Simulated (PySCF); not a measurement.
N⁺: excitation energy

N⁺ [He] 2s2 2p2 (3P) → N⁺ [He] 2s1 2p2 3s1 (5P), as a difference of total energies. Calculation: PySCF 2.14, in x2c-QZVPPall with one added diffuse shell each of s, p, d, f type (8s5p4d3f1g, 73 functions); scalar relativity by spin-free X2C-1e. Correlated levels: valence: 1s2 frozen. The calculations carry no spin-orbit coupling.

| method | excitation energy (eV) |
| --- | --- |
| UHF | 23.370 |
| MP2 (valence) | 24.978 |
| SCS-MP2 (valence) | 25.401 |
| CCSD (valence) | 25.367 |
| CCSD(T) (valence) | 25.412 |

Task: How much does correlation contribute at CCSD(T) (valence)?

Result: 25.412 − (23.370) = 2.042 eV, measured against UHF.

The promoted electron is Rydberg-like, and one or two diffuse shells describe it only roughly, which tends to raise the upper state.
